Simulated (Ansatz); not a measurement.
`[SH][Ge][Br]` + H₂ → `[SH][GeH]` + HBr at 400 K and 1 bar (hydrogenolysis of a Ge–Br bond).

Program: Ansatz. Geometries: PBE0-D4/def2-TZVP. ΔE: electronic, gas phase. CCSD(T)/CBS adds triple-zeta CCSD(T) − MP2 to the extrapolated MP2 energy (def2 sets, frozen cores). This one scheme is used for every species. For Br, Ge outer-core shells are correlated without core-valence functions, which leaves a few kJ/mol of doubt a bond. Scalar relativity is left out up to krypton. One conformer a species, not always the lowest.

```tsv
species	CCSD(T)/CBS energy (Eh)	H − E (kJ/mol)	S (J/(mol·K))
`[SH][Ge][Br]`	-5047.87083	48.7	339.2
H₂	-1.17544	38.0	139.0
`[SH][GeH]`	-2475.08182	58.9	286.6
HBr	-2573.91920	27.6	207.2
```

H − E and S are ideal-gas, rigid-rotor, harmonic terms from PBE0-D4/def2-TZVP, for one conformer and one mirror image of each species. The MP2-based limit puts H₂ 0.8 mEh under its directly extrapolated value; such offsets cancel only in part. 1 Eh = 2625.50 kJ/mol, R = 8.31446 J/(mol·K).

Q: By hand: ΔE, ΔH, ΔS and ΔG.

A: ΔE = (-2475.08182) + (-2573.91920) − (-5047.87083) − (-1.17544) = 0.04525 Eh = 118.8 kJ/mol. Δ(H − E) = 58.9 + 27.6 − 48.7 − 38.0 = -0.2, so ΔH = 118.6 kJ/mol. ΔS = 286.6 + 207.2 − 339.2 − 139.0 = 15.6 J/(mol·K). ΔG = 118.6 − 400 × (15.6)/1000 = 112.4 kJ/mol.

Q: By hand: the equilibrium constant, and the temperature at which ΔG would vanish if ΔH and ΔS stayed fixed.

A: log₁₀ K = −ΔG/(RT ln 10) = -14.7. ΔG = 0 at ΔH/ΔS = 7603 K, far beyond where these terms or the molecules hold.

ΔH outweighs TΔS. A doubt of 5 kJ/mol in ΔE shifts log₁₀ K by 0.7 here. Other conformers and mirror images would add mixing entropy, several J/(mol·K) or more a flexible species. These are equilibria of isolated gas molecules and say nothing of rates. Largest T1 diagnostic: 0.015 (customary marks: 0.02 for closed shells, 0.045 for open ones).
